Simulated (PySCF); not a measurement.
**C₆ coefficients of unlike pairs at PBE**

Calculated with PySCF 2.14 from the dipole response of each species, C₆(A,B) = (3/π) ∫ α_A(iu) α_B(iu) du, in atomic units, from isotropic polarisabilities. For ions this is the dispersion term alone; charge-induced terms of lower order in 1/R come first.

| species | configuration | basis | relativity | α (bohr³) | C₆ (like pair) |
| --- | --- | --- | --- | --- | --- |
| Ag²⁺ | [Kr] 4d9 (2D) | aug-cc-pVTZ-PP with one added diffuse shell each of s, p, d, f, g type with ECP28MDF (7s7p6d4f3g) | core potential | 6.339 | 32.83 |
| S | [Ne] 3s2 3p4 (3P) | aug-cc-pV(T+d)Z (6s5p4d2f) | none | 20.54 | 143.0 |
| C⁺ | [He] 2s2 2p1 (2P) | def2-TZVPPD (6s3p3d1f) | none | 6.093 | 14.63 |
| N³⁺ | [He] 2s2 (1S) | aug-cc-pVQZ (6s5p4d3f2g) | none | 2.098 | 2.072 |

Question: Estimate C₆ for C⁺ with Ag²⁺.

Answer: The integral gives 20.55. The combination rule 2 C_A C_B / (C_A α_B/α_A + C_B α_A/α_B) gives 20.53 and the geometric mean 21.91.

No spin-orbit coupling is included.

The other pairs:

```json
{"pair": "N³⁺, Ag²⁺", "C₆": "7.926"}
{"pair": "N³⁺, S", "C₆": "17.00"}
{"pair": "N³⁺, C⁺", "C₆": "5.488"}
{"pair": "S, Ag²⁺", "C₆": "62.21"}
{"pair": "C⁺, S", "C₆": "45.58"}
```
